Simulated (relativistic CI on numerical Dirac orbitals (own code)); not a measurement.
**Slater and spin-orbit integrals, Os XXXV**

Calculated at this level of theory: Dirac-Coulomb-Breit CI, orbitals from a KLI potential per configuration, model QED (radiative potential, 1s self-energy scaled to tabulated hydrogen-like ionisation energies), unscaled Slater integrals (own radial code, finite nucleus).

Slater integrals F^k, G^k are unscaled and averaged over j, outside the closed core [Ar] 3d10; ζ comes from projecting the Hamiltonian with its Breit term on Σ l·s of the shell.

- 4s²4p⁶4d⁶: F^2(4d,4d) = 241150, F^4(4d,4d) = 164110, ζ(4d) = 65041 cm⁻¹; <r>(4d) = 0.4165, <r^2>(4d) = 0.1983 (bohr units).
- 4s²4p⁶4d⁵4f: F^2(4d,4d) = 241010, F^4(4d,4d) = 164020, ζ(4d) = 64979, F^2(4d,4f) = 242210, F^4(4d,4f) = 157790, G^1(4d,4f) = 249600, G^3(4d,4f) = 172220, G^5(4d,4f) = 126590, ζ(4f) = 11382 cm⁻¹; <r>(4d) = 0.4168, <r^2>(4d) = 0.1986, <r>(4f) = 0.3928, <r^2>(4f) = 0.1752 (bohr units).
- 4s²4p⁵4d⁷: ζ(4p) = 530670, F^2(4d,4d) = 241090, F^4(4d,4d) = 164070, F^2(4p,4d) = 242750, G^1(4p,4d) = 301710, G^3(4p,4d) = 193050, ζ(4d) = 64802 cm⁻¹; <r>(4p) = 0.4131, <r^2>(4p) = 0.1932, <r>(4d) = 0.4166, <r^2>(4d) = 0.1984 (bohr units).

Q: Give the Racah parameters of the d shell in 4s²4p⁶4d⁶.

A: B = F²/49 − 5F⁴/441 = 3061 cm⁻¹ and C = 35F⁴/441 = 13025 cm⁻¹.

Averages of the first 10 configurations, taken without configuration mixing, which lowers the lowest level and can move excited configurations by several eV; other configurations of the list can lie among them:

```
Configuration  Parity  States  Average energy above the lowest level (eV)
    4s²4p⁶4d⁶    even     210                                        37.4
  4s²4p⁶4d⁵4f     odd    3528                                       255.5
    4s²4p⁵4d⁷     odd     720                                       263.3
    4s²4p⁴4d⁸    even     675                                       492.3
     4s4p⁶4d⁷    even     240                                       444.3
       4p⁶4d⁸    even      45                                       855.9
   4s4p⁶4d⁶4f     odd    5880                                       660.2
     4s4p⁵4d⁸     odd     540                                       668.5
  4s²4p⁶4d⁵5s    even     504                                       497.3
  4s²4p⁶4d⁵5d    even    2520                                       668.6
```
